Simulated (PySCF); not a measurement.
## Unknowns

PySCF 2.14 calculation with structure optimised with GFN2-xTB and NMR shieldings at PBE0/pcSseg-1/GIAO; non-relativistic Hamiltonian, averaged over atoms made equivalent by symmetry, fast rotation or ring inversion, one conformer, in vacuum.

δ = σ(ref) − σ, references computed at the same level: TMS for ¹H (31.72 ppm), ¹³C (186.93 ppm). Splittings of carbon signals by F and P are missing where no couplings were computed. Where no couplings were computed, multiplicities follow the n + 1 count of equivalent neighbours, and m marks all less simple cases (inequivalent or close neighbours, rings, F or P nearby). Shifts are as computed. Against solution values, carbons near 30 ppm lie about +3 ppm off and those near 130 ppm about +5 ppm; carbons on Cl a further +6 ppm. Of 1211 compounds with measured shifts, 218 miss one by over three times the rms of a fit or turn the order of signals round; such compounds aren't used in these exercises. Carbons bonded to Cl come out too deshielded.

Q: C9H9N3. ¹H NMR (400 MHz, computed): δ 9.21 (d, 1H), 7.88 (s, 2H), 7.66 (m, 1H), 7.61 (m, 1H), 7.50 (m, 1H), 3.10 (s, 3H). ¹³C{¹H} NMR (computed): δ 141.0 (C), 138.7 (CH), 137.3 (CH), 135.0 (C), 133.1 (CH), 132.1 (CH), 126.9 (CH), 28.4 (CH3). Give a structure.

A: SMILES Cc1ccccc1-n1nccn1. The formula gives 7 degrees of unsaturation (2 rings in the answer). 8 carbon signals for 9 carbons: some carbons are equivalent by symmetry or fast rotation. Carbon types of the structure: 2 × C, 6 × CH, 1 × CH3, which accounts for all hydrogens. δC 141.0: aromatic carbon bearing nitrogen; an ipso carbon deshielded by its heteroatom. δC 137.3, 133.1, 132.1, 126.9: aromatic CH; the aromatic region. δC 135.0: substituted aromatic carbon. δH 9.21, 7.66, 7.61, 7.50: hydrogen on an aromatic CH; it sits in the deshielding region of the aromatic ring current.

This is the structure that produced the data.

Q: C9H6ClOP. ¹H NMR (400 MHz, computed): δ 8.89 (d, 2H), 8.83 (m, 1H), 7.79 (m, 2H), 7.66 (m, 1H). ¹³C{¹H} NMR (computed): δ 186.2 (CH), 160.0 (C), 146.2 (C), 134.6 (CH), 134.3 (C), 134.3 (CH), 130.6 (CH). Give a structure.

A: `Clc1pcoc1-c1ccccc1`. 7 carbon signals for 9 carbons: some carbons are equivalent by symmetry or fast rotation. Carbon types of the structure: 3 × C, 6 × CH, which accounts for all hydrogens. δC 186.2: aromatic CH next to the ring oxygen. δC 134.6, 134.3, 130.6: aromatic CH; the aromatic region. δH 8.89, 7.79, 7.66: hydrogen on an aromatic CH; it sits in the deshielding region of the aromatic ring current. δH 8.83: hydrogen on an aromatic CH next to the ring oxygen; ring-current deshielding.

The data come from this structure; uniqueness wasn't tested.
